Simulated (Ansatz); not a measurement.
System: sum formula HSiO$_{2}$, charge 0, multiplicity 2. It need not be the lowest isomer of its formula. 
Geometry from a B3LYP-D3(BJ)/def2-TZVP (Ansatz, a first-principles code) optimisation:
```xyz
4

Si     0.3954    -0.1586     0.0019
O      0.5276     1.3674     0.0069
O     -0.9914    -1.0231    -0.0086
H     -1.8255    -0.5336    -0.0121
```
Charge 0, spin multiplicity 2.

Parts of the frozen-core correlation energy in 6-31G* (Ansatz, hartree). Frozen orbitals: 7; correlated occupied orbitals by spin: 9 and 8; virtual: 35 and 36. UHF or UKS for open shells. No spin-orbit coupling. Non-relativistic.

```
term                            value
-------------------------  ----------
reference (HF)             -439.22044
MP2 opposite-spin          (withheld)
MP2 same-spin                -0.12176
CCSD correlation           (withheld)
(T)                        (withheld)
T1 diagnostic                   0.025
largest doubles amplitude       0.057
<S^2> of the reference          0.764
```

**Question.** Fill in the missing entries.

**Answer.** 
- MP2 opposite-spin, value: -0.31689
- CCSD correlation, value: -0.44461
- (T), value: -0.01321
